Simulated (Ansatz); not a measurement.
tri-p-tolylsulfonium bromide, `Cc1ccc([S+](c2ccc(C)cc2)c2ccc(C)cc2)cc1.[Br-]`. Total charge 0; singlet. Geometry PBE-D4/def2-SVP.

Cartesian coordinates in Å:
```
C -3.6531 -4.3651 -0.1781
C -2.9319 -3.0550 -0.3635
C -2.9209 -2.4053 -1.6179
C -2.2997 -1.1652 -1.7901
C -1.6558 -0.5716 -0.6928
S -0.8036 0.9795 -1.0282
C 0.8996 0.3085 -1.3695
C 1.8286 1.2672 -1.8132
C 3.1094 0.8654 -2.2024
C 3.4850 -0.4970 -2.1857
C 4.8629 -0.9178 -2.6279
C 2.5297 -1.4392 -1.7609
C 1.2416 -1.0503 -1.3556
C -0.4437 1.7232 0.5951
C 0.6065 1.2411 1.3967
C 0.8693 1.8640 2.6233
C 0.1144 2.9724 3.0604
C 0.3861 3.6185 4.3940
C -0.9167 3.4425 2.2214
C -1.2088 2.8283 0.9970
C -1.6405 -1.1867 0.5631
C -2.2866 -2.4231 0.7169
H -3.2036 -4.9699 0.6347
H -4.7178 -4.1925 0.0926
H -3.6483 -4.9701 -1.1068
H -3.4279 -2.8737 -2.4762
H -2.3366 -0.6441 -2.7573
H 1.5497 2.3332 -1.8434
H 3.8354 1.6247 -2.5351
H 5.0257 -0.6899 -3.7024
H 5.6504 -0.3760 -2.0640
H 5.0254 -2.0033 -2.4853
H 2.7962 -2.5080 -1.7430
H 0.5177 -1.8078 -1.0241
H 1.2263 0.3957 1.0669
H 1.6861 1.4784 3.2537
H 0.1582 4.7024 4.3761
H 1.4406 3.4876 4.7073
H -0.2499 3.1665 5.1859
H -1.5138 4.3148 2.5319
H -2.0475 3.1571 0.3555
H -1.1458 -0.7082 1.4199
H -2.2889 -2.9042 1.7079
Br -3.5032 1.9534 -1.1772
```

Single mean-field runs in def2-SVP, def2-TZVP are fitted with def2-universal-jkfit. The restricted singlet is unstable towards broken spin symmetry in Hartree–Fock (as tested in another run); at HF/STO-3G this wasn't settled.

Problem. Estimate the orbital energies around the gap (eV) in Ansatz with HF/STO-3G, PBE-D4/def2-SVP, r2SCAN-D4/def2-TZVP, PBE0-D4/def2-SVP, PBE0-D4/def2-TZVP.

Solution. 
```tsv
orbital	HF/STO-3G	PBE-D4/def2-SVP	r2SCAN-D4/def2-TZVP	PBE0-D4/def2-SVP	PBE0-D4/def2-TZVP
HOMO−9	-11.37	-8.18	-8.53	-9.65	-9.64
HOMO−8	-8.65	-6.82	-7.10	-7.93	-7.95
HOMO−7	-8.48	-6.71	-6.98	-7.82	-7.83
HOMO−6	-8.25	-6.62	-6.89	-7.69	-7.71
HOMO−5	-8.19	-6.51	-6.78	-7.58	-7.60
HOMO−4	-8.15	-6.43	-6.69	-7.50	-7.51
HOMO−3	-7.93	-6.21	-6.46	-7.27	-7.27
HOMO−2	-2.43	-4.32	-4.81	-5.26	-5.59
HOMO−1	-2.39	-4.16	-4.70	-5.17	-5.48
HOMO	-2.17	-4.04	-4.65	-5.10	-5.45
LUMO	5.57	-2.05	-2.10	-1.28	-1.41
LUMO+1	5.73	-1.91	-1.95	-1.16	-1.28
LUMO+2	6.10	-1.80	-1.82	-1.00	-1.13
LUMO+3	6.20	-1.53	-1.51	-0.71	-0.82
LUMO+4	6.62	-1.37	-1.36	-0.48	-0.61
LUMO+5	6.64	-1.29	-1.29	-0.42	-0.54
```
